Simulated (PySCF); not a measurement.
## Energy of Sc (scandium, neutral) between two integer charges

The 4s beta orbital of [Ar] 3d1 4s2 is emptied in steps (occupation f), with all orbitals relaxed, ending at [Ar] 3d1 4s1. All numbers are calculated (PySCF 2.14, scalar relativity by spin-free X2C-1e, in jorge-DZP-DKH). The exact energy is a straight line in f; departures are measured from the line between the end points of the same method.

```tsv
f	B3LYP (eV)
1	0.000
0.8	-0.340
0.6	-0.515
0.4	-0.519
0.2	-0.350
0	0.000
```

```
method  E(f=0) − E(f=1) (eV)  −ε at f=1 (eV)  −ε at f=0.4 (eV)
 B3LYP                 6.562           4.450             6.971
```

Orbital energy along the path (eV):

```
  f   B3LYP
  1  -4.450
0.8  -5.272
0.6  -6.111
0.4  -6.971
0.2  -7.837
  0  -8.711
```

Reference removal energy between the ground levels: 6.561 eV (measured; NIST Atomic Spectra Database, ionization energies). The calculation has no spin-orbit coupling.
